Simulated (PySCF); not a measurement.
AlFH2Se2. Atoms are numbered in the order given.

```xyz
6

Al     0.0000     0.0000    -0.6496
F      0.0000     0.0000    -2.3124
Se     0.0000    -2.0583     0.3798
H      0.0000    -1.4421     1.7164
Se     0.0000     2.0583     0.3798
H      0.0000     1.4421     1.7164
```

Coordinates come from a PBE0-D3(BJ)/def2-SVP optimisation. Other conformers were not sampled.

Calculation: HF/def2-TZVP run with PySCF.

Isolated molecule, no solvent.

```
Quantity                                                                                                        Value
---------------------------------------------------------------------------------------------  ----------------------
total energy                                                                                      -5142.44060 hartree
point group                                                                                                       C2v
highest occupied level                                                                                      -10.02 eV
lowest empty level                                                                                            1.98 eV
orbital gap                                                                                                  12.00 eV
dipole moment                                                                                                  2.16 D
quadrupole, principal values (traceless, Buckingham form, about the centre of nuclear charge)   -3.86, 0.83, 3.03 D·Å
mean static polarisability                                                                      71.3 bohr³ (10.56 Å³)
polarisability, principal values                                                               57.0, 65.3, 91.6 bohr³
```
